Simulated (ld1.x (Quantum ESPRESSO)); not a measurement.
# Sr (Z = 38): excitation energies, all-electron against TM semilocal

* Element: strontium (Sr)
* Generator: ld1.x (Quantum ESPRESSO) 7.5
* Type: norm-conserving Troullier–Martins (semilocal form)
* Functional: PBE
* Relativity: scalar-relativistic
* Frozen core: [Ar] 3d10
* Valence charge: 10
* Reference configuration: 4s2 4p6 4d0 5s2 5p0
* Partial waves: 4s (bound): rc 1.40 bohr; 4d (bound, empty): rc 2.20 bohr; 4p (bound): rc 2.40 bohr
* Local potential: the p channel
* Core correction: a·sin(br)/r model core inside 0.80 bohr

Occupied shells without a wave of their own: 5s. They enter only through the test configuration that unscreens the potential, and ld1.x also counts them in the model core charge.

Energies are relative to the spin-unpolarised reference configuration 4s2 4p6 4d0 5s2 5p0; without spin polarisation the order of configurations can differ from experiment.

ld1.x takes every shell without a wave as core, so the model core holds the 5s electrons as well and exchange and correlation see them twice. This cancels in the reference configuration, but the file is broken for other ones, and its errors say nothing about a proper core correction.

```csv
valence configuration,charge,ΔE all-electron (eV),error AE − PS (meV)
4s2 4p6 4d0 5s1 5p0,+1,5.885,-185
4s2 4p6 4d0 5s0 5p0,+2,16.892,-737
4s2 4p6 4d0 5s1.5 5p0,+0.5,2.339,-51
4s2 4p6 4d0.5 5s1.5 5p0,0,1.146,-21
4s2 4p6 4d0 5s0 5p1,+1,8.822,-137
4s1 4p6 4d0 5s2 5p0,+1,47.022,+22
4s2 4p6 4d1 5s1 5p0,0,2.324,-50
```

Levels in the configuration 4s2 4p6 4d1 5s1 5p0:

```tsv
level	all-electron (eV)	pseudo (eV)
4s	-39.924	-39.947
4p	-21.934	-21.949
4d	-0.911	-0.941
5s	-3.290	-3.385
```

These tests converged, but a pseudo level misses the all-electron one widely, so the file describes the atom poorly there or has found another state: 4s2 4p6 4d0 5s0 5p0: empty 5p by 4.4 eV.
